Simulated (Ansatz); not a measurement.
LiSn19H28. Charge 0, multiplicity 2. Geometry PBE-D4/def2-SVP.

```csv
atom,x (Å),y (Å),z (Å)
Li1,-2.205,1.664,1.421
Sn2,1.507,-2.407,-1.928
Sn3,3.222,0.379,4.635
Sn4,-2.508,-3.528,-3.882
Sn5,-0.974,-0.766,2.970
Sn6,-0.162,0.173,-5.380
Sn7,1.841,1.436,0.375
Sn8,-1.994,0.145,-1.268
Sn9,-0.094,3.507,4.363
Sn10,-0.122,-4.555,-2.787
Sn11,2.187,-0.849,-4.203
Sn12,-1.932,-1.899,-6.108
Sn13,1.174,-1.558,4.634
Sn14,4.089,1.046,2.038
Sn15,0.208,-0.913,0.233
Sn16,2.199,2.728,5.802
Sn17,-3.799,-1.908,-1.972
Sn18,-2.115,1.512,4.384
Sn19,-1.408,1.820,-3.462
Sn20,0.357,3.541,1.557
H21,2.994,-3.109,-1.326
H22,4.575,-0.154,5.598
H23,-3.581,-4.812,-4.371
H24,-2.153,-2.054,3.155
H25,0.214,1.123,-6.794
H26,2.380,2.060,-1.165
H27,-2.995,1.170,-0.169
H28,-0.684,5.076,4.845
H29,0.667,-5.544,-3.983
H30,-0.519,-5.596,-1.450
H31,3.085,-1.768,-5.380
H32,3.191,0.494,-3.737
H33,-1.224,-2.848,-7.381
H34,-3.400,-1.219,-6.744
H35,1.839,-3.055,4.045
H36,0.685,-1.835,6.282
H37,5.092,-0.226,1.406
H38,5.078,2.476,2.123
H39,1.725,2.487,7.458
H40,3.343,4.036,5.784
H41,-4.189,-2.813,-0.540
H42,-5.286,-1.257,-2.593
H43,-3.341,1.566,5.634
H44,-3.087,2.188,3.012
H45,-0.332,3.077,-2.927
H46,-2.845,2.590,-4.066
H47,0.605,5.137,0.906
H48,-1.308,3.238,0.956
```

In the def2 sets Sn takes a core potential; there is no spin–orbit coupling. Single mean-field runs in def2-SVP, def2-mTZVP are fitted with def2-universal-jkfit. Another isomer (doublet) lies 0.03 eV lower at PBE-D4/def2-SVP; other spin states weren't run for this one.

Problem. Estimate the α-spin orbital energies around the gap (eV) in Ansatz with PBE-D4/def2-SVP, r2SCAN-D4/def2-SVP, r2SCAN-D4/def2-mTZVP, B97M-V/def2-SVP, PBE0-D4/def2-SVP.

Solution. 
```json
{"orbital": "HOMO−9", "PBE-D4/def2-SVP": "-6.32", "r2SCAN-D4/def2-SVP": "-6.57", "r2SCAN-D4/def2-mTZVP": "-6.65", "B97M-V/def2-SVP": "-6.63", "PBE0-D4/def2-SVP": "-7.26"}
{"orbital": "HOMO−8", "PBE-D4/def2-SVP": "-6.26", "r2SCAN-D4/def2-SVP": "-6.52", "r2SCAN-D4/def2-mTZVP": "-6.59", "B97M-V/def2-SVP": "-6.58", "PBE0-D4/def2-SVP": "-7.18"}
{"orbital": "HOMO−7", "PBE-D4/def2-SVP": "-6.22", "r2SCAN-D4/def2-SVP": "-6.47", "r2SCAN-D4/def2-mTZVP": "-6.54", "B97M-V/def2-SVP": "-6.51", "PBE0-D4/def2-SVP": "-7.12"}
{"orbital": "HOMO−6", "PBE-D4/def2-SVP": "-6.16", "r2SCAN-D4/def2-SVP": "-6.40", "r2SCAN-D4/def2-mTZVP": "-6.47", "B97M-V/def2-SVP": "-6.44", "PBE0-D4/def2-SVP": "-7.05"}
{"orbital": "HOMO−5", "PBE-D4/def2-SVP": "-6.15", "r2SCAN-D4/def2-SVP": "-6.40", "r2SCAN-D4/def2-mTZVP": "-6.46", "B97M-V/def2-SVP": "-6.43", "PBE0-D4/def2-SVP": "-7.03"}
{"orbital": "HOMO−4", "PBE-D4/def2-SVP": "-6.13", "r2SCAN-D4/def2-SVP": "-6.37", "r2SCAN-D4/def2-mTZVP": "-6.44", "B97M-V/def2-SVP": "-6.40", "PBE0-D4/def2-SVP": "-7.00"}
{"orbital": "HOMO−3", "PBE-D4/def2-SVP": "-6.03", "r2SCAN-D4/def2-SVP": "-6.27", "r2SCAN-D4/def2-mTZVP": "-6.33", "B97M-V/def2-SVP": "-6.30", "PBE0-D4/def2-SVP": "-6.89"}
{"orbital": "HOMO−2", "PBE-D4/def2-SVP": "-5.78", "r2SCAN-D4/def2-SVP": "-6.01", "r2SCAN-D4/def2-mTZVP": "-6.08", "B97M-V/def2-SVP": "-6.07", "PBE0-D4/def2-SVP": "-6.61"}
{"orbital": "HOMO−1", "PBE-D4/def2-SVP": "-5.69", "r2SCAN-D4/def2-SVP": "-5.93", "r2SCAN-D4/def2-mTZVP": "-5.99", "B97M-V/def2-SVP": "-5.96", "PBE0-D4/def2-SVP": "-6.51"}
{"orbital": "HOMO", "PBE-D4/def2-SVP": "-4.22", "r2SCAN-D4/def2-SVP": "-4.40", "r2SCAN-D4/def2-mTZVP": "-4.47", "B97M-V/def2-SVP": "-4.32", "PBE0-D4/def2-SVP": "-4.81"}
{"orbital": "LUMO", "PBE-D4/def2-SVP": "-2.68", "r2SCAN-D4/def2-SVP": "-2.56", "r2SCAN-D4/def2-mTZVP": "-2.64", "B97M-V/def2-SVP": "-2.56", "PBE0-D4/def2-SVP": "-2.04"}
{"orbital": "LUMO+1", "PBE-D4/def2-SVP": "-2.55", "r2SCAN-D4/def2-SVP": "-2.42", "r2SCAN-D4/def2-mTZVP": "-2.50", "B97M-V/def2-SVP": "-2.41", "PBE0-D4/def2-SVP": "-1.90"}
{"orbital": "LUMO+2", "PBE-D4/def2-SVP": "-2.40", "r2SCAN-D4/def2-SVP": "-2.26", "r2SCAN-D4/def2-mTZVP": "-2.35", "B97M-V/def2-SVP": "-2.31", "PBE0-D4/def2-SVP": "-1.77"}
{"orbital": "LUMO+3", "PBE-D4/def2-SVP": "-2.35", "r2SCAN-D4/def2-SVP": "-2.24", "r2SCAN-D4/def2-mTZVP": "-2.31", "B97M-V/def2-SVP": "-2.25", "PBE0-D4/def2-SVP": "-1.72"}
{"orbital": "LUMO+4", "PBE-D4/def2-SVP": "-2.32", "r2SCAN-D4/def2-SVP": "-2.19", "r2SCAN-D4/def2-mTZVP": "-2.27", "B97M-V/def2-SVP": "-2.17", "PBE0-D4/def2-SVP": "-1.67"}
{"orbital": "LUMO+5", "PBE-D4/def2-SVP": "-2.19", "r2SCAN-D4/def2-SVP": "-2.06", "r2SCAN-D4/def2-mTZVP": "-2.15", "B97M-V/def2-SVP": "-2.13", "PBE0-D4/def2-SVP": "-1.51"}
{"orbital": "β HOMO", "PBE-D4/def2-SVP": "-5.62", "r2SCAN-D4/def2-SVP": "-5.82", "r2SCAN-D4/def2-mTZVP": "-5.88", "B97M-V/def2-SVP": "-5.86", "PBE0-D4/def2-SVP": "-6.38"}
{"orbital": "β LUMO", "PBE-D4/def2-SVP": "-3.94", "r2SCAN-D4/def2-SVP": "-3.82", "r2SCAN-D4/def2-mTZVP": "-3.88", "B97M-V/def2-SVP": "-3.84", "PBE0-D4/def2-SVP": "-3.39"}
```
